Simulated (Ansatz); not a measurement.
The first iterations of a band of BF2H + Cl (5 atoms, charge 0, multiplicity 2).

All numbers below come from UKS BHLYP-D4/def2-SVP (Ansatz 0.2.0).

- movable images: 7
- climbing image: yes
- spring: 5.0 eV/Å²
- optimiser: fire
- start path: through a guess of the saddle point
- force threshold: 0.05 eV/Å
- iteration limit: 60
- end points: relaxed
- largest step: 0.5 Å

Image 0:

```xyz
5
Properties=species:S:1:pos:R:3
B 0.000 0.000 -0.079
H 0.000 0.000 1.115
F 1.119 0.000 -0.746
F -1.119 0.000 -0.746
Cl 0.000 0.000 3.686
```

Image 8:

```xyz
5
Properties=species:S:1:pos:R:3
B 0.000 -0.006 -0.217
H 0.000 -0.010 1.914
F 1.133 0.005 -0.840
F -1.133 0.005 -0.840
Cl 0.000 0.005 3.212
```

| iteration | highest image above the first end (eV) | largest band force component (eV/Å) |
| --- | --- | --- |
| 1 | 0.732 | 1.956 |
| 2 | 0.657 | 1.636 |
| 3 | 0.626 | 1.219 |
| 4 | 0.615 | 1.018 |
| 5 | 0.601 | 0.937 |
| 6 | 0.589 | 0.814 |
| 7 | 0.585 | 0.791 |
| 8 | 0.578 | 0.741 |
| 9 | 0.570 | 0.657 |
| 10 | 0.568 | 0.629 |

Q: Does the band converge within its limit, and where does its top end?

A: The forces met the threshold. It ended after 31 iterations with the highest image 0.565 eV above the first end. The top lies less than 8 meV above the higher end, about what the thresholds resolve: that end is a shoulder or a very shallow well. Another band between the same ends (7 images) ends at a top of the same energy, where a vibrational analysis finds 1 clearly imaginary mode.

The run took 12 min on 1 thread of Arm Neoverse V1, on a shared host, peak memory 0.17 GiB.
